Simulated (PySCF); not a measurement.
## Ionisation energy along the 10-electron series

Calculated with PySCF 2.14 and a two-component X2C-1e Hamiltonian (Gaussian nucleus, no Breit or QED terms), each ion in its own even-tempered basis scaled to its charge; GMP2 freezes nothing and drops the highest virtual spinors. Values in eV. NIST values: (m) measured, (s) semi-empirical, (t) theoretical.

```csv
ion,configuration,GHF (spin-free),GMP2 (spin-free),GHF (screened spin-orbit),GMP2 (screened spin-orbit),NIST
Tb(55+),[Ne],11915.8,11917.4,11684.4,11686.0,11673 ± 5 (t)
Ho(57+),[Ne],12771.4,12773.0,12508.1,12509.7,12495 ± 6 (t)
```

(1) Fill in the row of Dy(56+).

Results:

(1) configuration: [Ne]; GHF (spin-free): 12339.6; GMP2 (spin-free): 12341.2; GHF (screened spin-orbit): 12092.7; GMP2 (screened spin-orbit): 12094.2; NIST: 12081 ± 5 (t).
